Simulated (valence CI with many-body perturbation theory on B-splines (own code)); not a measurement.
## Zr²⁶⁺: electric-dipole lines

Level of theory: configuration interaction combined with many-body perturbation theory (CI+MBPT): four valence electrons over a frozen Dirac-Fock core [Ne], a basis of 11 s, 11 p, 9 d, 7 f, 5 g, 2 h, 1 i functions for each j, with the one-electron correlation potential Σ1 (screened to all orders), the two-electron term Σ2, the three-electron term Σ3, Breit, model QED; selected single and double excitations, second order for the rest (own B-spline code, finite nucleus).

No measured spectrum was set against this ion. As an estimate, large intervals hold to a few tenths of a per cent, small ones and those within an open d or f shell to about a per cent.

Lines 1 to 50 of 219 in falling wavelength, among levels below 1870000 cm⁻¹, chosen from the strongest by gf and those to the six lowest levels. Wavelengths and rates use the calculated energies. Electric multipoles are in the length gauge, E1 and E2 with the static RPA response of the core. Weak lines are less certain than strong ones. Lines between different terms over intervals too small for the method are left out, as are lines whose strength nearly cancels. Where a level lies close to another of its J and parity, the split of strength between their lines is uncertain. The highest levels of a list are the least certain.

Names give the largest LS component (configuration and term), which can be under half, so a name can repeat, a term be missing and a line seem to break the LS rules; names also repeat where a configuration has a term twice. Letters in brackets count levels of one name in rising energy.

| λ vac (Å) | Upper | Lower | A (s⁻¹) | S (a.u.) with core polarisation | S without |
| --- | --- | --- | --- | --- | --- |
| 323.8 | 3s 3p3 5S°_2 | 3s2 3p2 1D_2 | 1.87e+07 | 1.57e-03 | 1.61e-03 |
| 288.9 | 3s 3p3 3D°_1 | 3s2 3p2 1S_0 | 2.59e+07 | 9.27e-04 | 9.52e-04 |
| 242.3 | 3p4 3P_2 | 3s 3p3 3S°_1 | 9.66e+08 | 3.39e-02 | 3.48e-02 |
| 235.3 | 3s 3p3 3D°_1 | 3s2 3p2 1D_2 | 2.98e+08 | 5.75e-03 | 5.90e-03 |
| 219.6 | 3s 3p3 3D°_2 | 3s2 3p2 1D_2 | 1.05e+08 | 2.74e-03 | 2.82e-03 |
| 218.4 | 3s 3p3 5S°_2 | 3s2 3p2 3P_2 | 5.36e+08 | 1.38e-02 | 1.41e-02 |
| 213.7 | 3s 3p2 3d 5F_5 | 3s2 3p 3d 3F°_4 | 1.08e+09 | 5.72e-02 | 5.87e-02 |
| 207.3 | 3s 3p2 3d 1G_4 | 3s2 3p 3d 1F°_3 | 6.37e+08 | 2.52e-02 | 2.59e-02 |
| 204.0 | 3s 3p3 5S°_2 | 3s2 3p2 3P_1 | 8.25e+08 | 1.73e-02 | 1.77e-02 |
| 200.4 | 3s 3p3 3D°_3 | 3s2 3p2 1D_2 | 1.69e+09 | 4.69e-02 | 4.82e-02 |
| 196.9 | 3s 3p3 3P°_1 | 3s2 3p2 1S_0 | 5.91e+08 | 6.68e-03 | 6.86e-03 |
| 187.2 | 3p4 3P_2 | 3s2 3p 3d 1D°_2 | 2.30e+09 | 3.73e-02 | 3.83e-02 |
| 176.1 | 3s2 3p 3d 1D°_2 | 3s2 3p2 1D_2 | 9.68e+08 | 1.31e-02 | 1.34e-02 |
| 176.1 | 3s 3p2 3d 3F_2 [a] | 3s 3p3 3P°_2 | 2.21e+09 | 2.98e-02 | 3.06e-02 |
| 174.2 | 3s 3p3 3D°_1 | 3s2 3p2 3P_2 | 1.68e+09 | 1.32e-02 | 1.35e-02 |
| 170.4 | 3s 3p3 3P°_1 | 3s2 3p2 1D_2 | 7.87e+07 | 5.77e-04 | 5.91e-04 |
| 165.8 | 3p4 3P_2 | 3s 3p3 3D°_3 | 7.83e+09 | 8.81e-02 | 9.05e-02 |
| 165.5 | 3s 3p3 3D°_2 | 3s2 3p2 3P_2 | 2.11e+08 | 2.36e-03 | 2.43e-03 |
| 164.9 | 3s 3p3 3D°_1 | 3s2 3p2 3P_1 | 6.46e+07 | 4.29e-04 | 4.39e-04 |
| 163.9 | 3s 3p3 3S°_1 | 3s2 3p2 1S_0 | 1.53e+09 | 9.95e-03 | 1.02e-02 |
| 160.8 | 3s 3p2 3d 3D_3 [b] | 3s2 3p 3d 3D°_3 | 1.65e+09 | 2.36e-02 | 2.43e-02 |
| 160.4 | 3s 3p2 3d 3F_2 [b] | 3s2 3p 3d 3P°_2 [a] | 3.06e+09 | 3.12e-02 | 3.20e-02 |
| 157.2 | 3s 3p2 3d 5F_2 | 3s 3p3 3D°_3 | 3.25e+09 | 3.12e-02 | 3.20e-02 |
| 157.0 | 3s 3p3 3D°_2 | 3s2 3p2 3P_1 | 5.22e+09 | 4.99e-02 | 5.13e-02 |
| 154.7 | 3p4 3P_2 | 3s 3p3 3D°_2 | 2.44e+09 | 2.23e-02 | 2.29e-02 |
| 154.6 | 3s 3p2 3d 1G_4 | 3s2 3p 3d 3F°_4 | 3.92e+09 | 6.43e-02 | 6.60e-02 |
| 154.5 | 3s2 3p 3d 3F°_2 | 3s2 3p2 1D_2 | 3.22e+06 | 2.93e-05 | 3.07e-05 |
| 154.3 | 3s 3p3 3D°_3 | 3s2 3p2 3P_2 | 2.80e+09 | 3.55e-02 | 3.65e-02 |
| 150.9 | 3s 3p2 3d 3F_3 [c] | 3s2 3p 3d 3D°_2 | 3.62e+09 | 4.29e-02 | 4.41e-02 |
| 149.0 | 3s 3p2 3d 3P_0 [c] | 3s 3p3 1P°_1 | 1.40e+10 | 2.28e-02 | 2.34e-02 |
| 147.7 | 3s 3p2 3d 3F_4 [b] | 3s2 3p 3d 3D°_3 | 2.88e+09 | 4.12e-02 | 4.23e-02 |
| 147.1 | 3s 3p2 3d 5F_2 | 3s 3p3 3D°_2 | 3.46e+09 | 2.72e-02 | 2.79e-02 |
| 147.1 | 3s 3p2 3d 3G_5 | 3s2 3p 3d 3F°_4 | 2.08e+10 | 3.60e-01 | 3.69e-01 |
| 145.7 | 3s 3p2 3d 3F_2 [b] | 3s2 3p 3d 3F°_3 | 2.70e+09 | 2.06e-02 | 2.11e-02 |
| 145.5 | 3s2 3p 3d 3D°_1 | 3s2 3p2 1S_0 | 7.91e+08 | 3.61e-03 | 3.71e-03 |
| 145.1 | 3s 3p3 3S°_1 | 3s2 3p2 1D_2 | 1.17e+09 | 5.31e-03 | 5.45e-03 |
| 145.1 | 3p4 1D_2 | 3s2 3p 3d 1D°_2 | 7.58e+09 | 5.72e-02 | 5.87e-02 |
| 144.5 | 3s 3p2 3d 3F_2 [b] | 3s 3p3 3P°_2 | 3.27e+09 | 2.44e-02 | 2.51e-02 |
| 144.4 | 3s 3p2 3d 5P_2 [a] | 3s2 3p 3d 3F°_2 | 3.61e+09 | 2.68e-02 | 2.75e-02 |
| 144.0 | 3s 3p2 3d 3F_3 [b] | 3s2 3p 3d 3P°_2 [a] | 7.13e+09 | 7.35e-02 | 7.54e-02 |
| 144.0 | 3s 3p2 3d 3D_3 [b] | 3s2 3p 3d 3F°_4 | 1.78e+09 | 1.84e-02 | 1.89e-02 |
| 143.9 | 3s 3p2 3d 5P_2 [b] | 3s2 3p 3d 3F°_2 | 3.42e+09 | 2.51e-02 | 2.58e-02 |
| 143.2 | 3s 3p3 3P°_2 | 3s2 3p2 1D_2 | 8.04e+09 | 5.83e-02 | 5.99e-02 |
| 142.1 | 3s2 3p 3d 3F°_3 | 3s2 3p2 1D_2 | 1.83e+08 | 1.82e-03 | 1.87e-03 |
| 141.4 | 3s 3p2 3d 3D_1 [a] | 3s 3p3 3S°_1 | 4.48e+09 | 1.88e-02 | 1.93e-02 |
| 140.3 | 3s 3p2 3d 3P_0 [b] | 3s2 3p 3d 3D°_1 | 1.33e+10 | 1.81e-02 | 1.85e-02 |
| 139.5 | 3s2 3p 3d 1D°_2 | 3s2 3p2 3P_2 | 8.62e+09 | 5.78e-02 | 5.93e-02 |
| 137.2 | 3s 3p2 3d 3D_1 [d] | 3s2 3p 3d 3D°_1 | 5.34e+09 | 2.04e-02 | 2.09e-02 |
| 136.9 | 3s 3p3 3D°_1 | 3s2 3p2 3P_0 | 1.36e+10 | 5.15e-02 | 5.29e-02 |
| 136.3 | 3s 3p2 3d 3P_0 [a] | 3s 3p3 3S°_1 | 1.47e+10 | 1.84e-02 | 1.89e-02 |
